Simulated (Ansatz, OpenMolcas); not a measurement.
# How basis sets differ on CH7GaSi (SMILES [CH3][GaH][SiH3])

CH7GaSi has 10 atoms, charge 0, and is taken as a singlet. As SMILES, `[CH3][GaH][SiH3]`. The coordinates come from a PBE0-D4/def2-TZVP relaxation.

Quantity: the HOMO–LUMO gap, in eV. The values are calculated.

```csv
level,kind,program,value (eV),CPU time
HF/STO-3G,Hartree–Fock,Ansatz,11.54,1.7 s
HF/3-21G,Hartree–Fock,Ansatz,10.81,0.97 s
HF/6-31G* (spherical functions),Hartree–Fock,Ansatz,10.79,2.8 s
"HF/cc-pVDZ-DK (DKH2, RICD fitting)",Hartree–Fock,OpenMolcas,10.84,5.1 s
```

All-electron rows without a relativistic Hamiltonian named are non-relativistic. The values span 10.79 to 11.54 eV. A Hartree–Fock LUMO above zero doesn't converge with the basis: it sinks as sets grow more diffuse. Orbital gaps aren't excitation energies. Times are those of the runs behind each value, whatever else they computed, on shared processors of several kinds: orders of magnitude only.
